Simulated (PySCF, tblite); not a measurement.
Isomers of C6H8FPSi. Method: GFN2-xTB as coded in tblite; computed harmonic values from a numerical Hessian at the method's own geometry, unscaled. Against measured fundamentals such values can be off by several per cent, at times by over 20. Modes of hydrogen on phosphorus and silicon can be 10 to 20 % off. One conformer each.

Electronic energies: PBE0/pcSseg-1 single points on the GFN2-xTB geometries (PySCF, gas phase).

```tsv
SMILES	electronic energy, lowest = 0 (kcal/mol)
Fc1cccc(P[SiH3])c1	0.5
Fc1ccc(P[SiH3])cc1	0.8
Fc1ccccc1P[SiH3]	0.0
Cc1cpcc([SiH3])c1F	3.8
Cc1cpc([SiH3])cc1F	4.1
```

Task: How do GFN2-xTB zero-point energies change the relative energies?

Result: 
```
            SMILES  ZPE (kcal/mol)  of it from modes above 1550 cm⁻¹  electronic (kcal/mol)  with ZPE, lowest = 0 (kcal/mol)  lowest mode (cm⁻¹)  rings
  Fc1ccccc1P[SiH3]            70.9                              35.2                    0.0                              0.0                  40      1
Fc1cccc(P[SiH3])c1            70.9                              35.2                    0.5                              0.5                  32      1
Fc1ccc(P[SiH3])cc1            70.9                              35.1                    0.8                              0.7                  36      1
Cc1cpcc([SiH3])c1F            72.0                              31.4                    3.8                              4.9                  67      1
Cc1cpc([SiH3])cc1F            71.8                              33.6                    4.1                              5.0                  23      1
```

The zero-point energies span 1.1 kcal/mol, from `Fc1ccc(P[SiH3])cc1` to `Cc1cpcc([SiH3])c1F`. The order is unchanged.

Task: And how do the electronic energies of GFN2-xTB itself compare?

Result: `Fc1ccccc1P[SiH3]` 0.0; `Fc1cccc(P[SiH3])c1` 0.6; `Fc1ccc(P[SiH3])cc1` 0.8; `Cc1cpcc([SiH3])c1F` 9.3; `Cc1cpc([SiH3])cc1F` 12.0 kcal/mol, lowest = 0. Against the energies above, taken from the same isomer `Fc1ccccc1P[SiH3]`, the largest difference is 7.9 kcal/mol.

Task: What do entropy and thermal enthalpy add at 298.15 K and 1 bar (rigid rotor, harmonic oscillator, one conformer each)?

Result: 
```
            SMILES  point group  symmetry number  S (cal/(mol K))  H − H(0) (kcal/mol)  ZPE + H − H(0) − TS (kcal/mol)
  Fc1ccccc1P[SiH3]           C1                1            100.3                 7.00                            48.0
Fc1cccc(P[SiH3])c1           C1                1            101.0                 7.01                            47.7
Fc1ccc(P[SiH3])cc1           C1                1            101.0                 7.01                            47.7
```

Not tabulated: `Cc1cpcc([SiH3])c1F` (point group not settled); `Cc1cpc([SiH3])cc1F` (lowest mode only 23 cm⁻¹).
